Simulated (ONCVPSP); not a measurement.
# u(r) = r·R(r): atom against pseudo-atom (carbon)

Columns: radius, all-electron u(r) and pseudo u(r) of the 2p shell (level -5.29 eV) of carbon in the configuration [He] 2s2 2p2; PBE, scalar-relativistic, ONCV scheme, ONCVPSP 4.0.1.

```
r (bohr)  all-electron  pseudo
   0.075        0.0286  0.0121
   0.150        0.0929  0.0469
   0.225        0.1721  0.1015
   0.300        0.2545  0.1714
   0.375        0.3337  0.2520
   0.450        0.4063  0.3376
   0.525        0.4705  0.4228
   0.600        0.5260  0.5019
   0.675        0.5733  0.5707
   0.750        0.6129  0.6269
   0.825        0.6449  0.6702
   0.900        0.6696  0.7008
   0.975        0.6877  0.7195
   1.050        0.6998  0.7274
   1.125        0.7066  0.7266
   1.200        0.7089  0.7204
   1.275        0.7072  0.7120
   1.350        0.7021  0.7033
   1.425        0.6942  0.6943
   1.500        0.6840  0.6840
   1.575        0.6718  0.6718
   1.650        0.6581  0.6581
   1.725        0.6432  0.6431
   1.800        0.6272  0.6272
   1.875        0.6106  0.6106
   1.950        0.5934  0.5934
```

Question: How many radial nodes do the two functions have?

Answer: The all-electron 2p function has n − l − 1 = 0; the pseudo-wave has 0.

Question: At about which radius was the pseudo-wave matched?

Answer: 1.50 bohr, where the columns begin to agree (steps of 0.07 bohr).

Question: Where does each function peak?

Answer: Outermost all-electron maximum near 1.20 bohr, pseudo maximum near 1.05 bohr (to the table’s step).

Question: Is the pseudo-wave norm-conserving?

Answer: Yes: the ONCV scheme keeps the norm inside the radius equal to the all-electron one, which fixes the energy derivative of the logarithmic derivative at the level.
